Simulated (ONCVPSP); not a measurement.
Yb: one change to an ONCV potential, before and after

| Quantity | Value |
| --- | --- |
| Element | ytterbium (Yb) |
| Generator | ONCVPSP 4.0.1 |
| Type | optimised norm-conserving Vanderbilt (ONCV) |
| Functional | PBE |
| Relativity | scalar-relativistic |
| Frozen core | [Kr] 4d10 4f13 |
| Valence charge | 11 |
| Reference configuration | 5s2 5p6 5d1 6s2 |
| Partial waves | 5s+6s: rc 2.15 bohr, ncon 4, nbas 8, qcut 6.2 1/bohr, 2 projectors; 5p: rc 1.70 bohr, ncon 5, nbas 9, qcut 7.5 1/bohr, 3 projectors, debl 0.4 Ha; 5d: rc 2.15 bohr, ncon 4, nbas 7, qcut 5.3 1/bohr, 2 projectors, debl 1.2 Ha |
| Local potential | polynomial inside 1.60 bohr (lpopt 5, dvloc0 6 Ha) |
| Core correction | Teter function, fcfact 3, rcfact 1.6 |

In the p channel the program set the typed energies aside and used -1.140, 0.250, 0.650 Ha.

All-electron outer shells of the reference configuration (PBE, scalar-relativistic, ld1.x):

```json
{"shell": "5s", "level (eV)": "-59.34", "outermost node (bohr)": "0.58", "outermost maximum (bohr)": "1.07"}
{"shell": "5p", "level (eV)": "-31.02", "outermost node (bohr)": "0.62", "outermost maximum (bohr)": "1.22"}
{"shell": "4f", "level (eV)": "-9.61", "outermost node (bohr)": "–", "outermost maximum (bohr)": "0.48"}
{"shell": "6s", "level (eV)": "-4.57", "outermost node (bohr)": "1.44", "outermost maximum (bohr)": "3.12"}
{"shell": "5d", "level (eV)": "-1.86", "outermost node (bohr)": "0.70", "outermost maximum (bohr)": "1.85"}
```

Change: fully relativistic. In the p channel the program set the typed energies aside and used -1.072, 0.250, 0.650 Ha (j = l + 1/2; the other j can differ).

Cutoffs: the cutoffs (Ha) at which the residual kinetic energy of the hardest occupied pseudo-wave falls to 1 and 0.1 mHa per electron; they do not see the model core or the augmentation charge, which bear on the density cutoff. Errors are all-electron minus pseudo energies relative to the spin-unpolarised reference configuration.

Problem. What does the change do?

Solution. The potential gets neither clearly harder nor softer (22 Ha and 27 Ha → 22 Ha and 27 Ha); of the 3 tests that both files solve, the error grows in 1 and shrinks in 2 by more than 15 % and 0.3 meV (median size 2.2 → 1.2 meV); neither file shows a bound ghost.

| quantity | base | changed |
| --- | --- | --- |
| cutoff, loose | 22 Ha | 22 Ha |
| cutoff, tight | 27 Ha | 27 Ha |
| loose cutoff by channel | s 12 Ha, p 22 Ha, d 10 Ha | s 12 Ha, p 22 Ha, d 10 Ha |
| bound ghosts | none | none |
| GHOST(+) flags under 300 eV | none | none |
| tests counted as reliable (solved cleanly; for ONCVPSP, near-neutral configurations with less than one 5d electron left out) | 3 of 4 | 3 of 4 |
| error for 5s2 5p6 5d1 6s1, meV [ΔE 7.26 eV] | -1.5 | +1.2 |
| error for 5s2 5p6 5d1 6s0, meV [ΔE 20.36 eV] | -3.2 | +4.1 |
| error for 5s2 5p6 5d1 6s1 6p1, meV [ΔE 3.33 → 3.31 eV] | -2.2 | -1.0 |
| s: phases at 2.18 bohr within 0.05 rad from the reference energy up to (Ha; the scan ends near 5) | 4.8 | 4.8 |
| rms error of d²Exc/dni dnj with the model core, mHa | 0.82 | 2.34 |
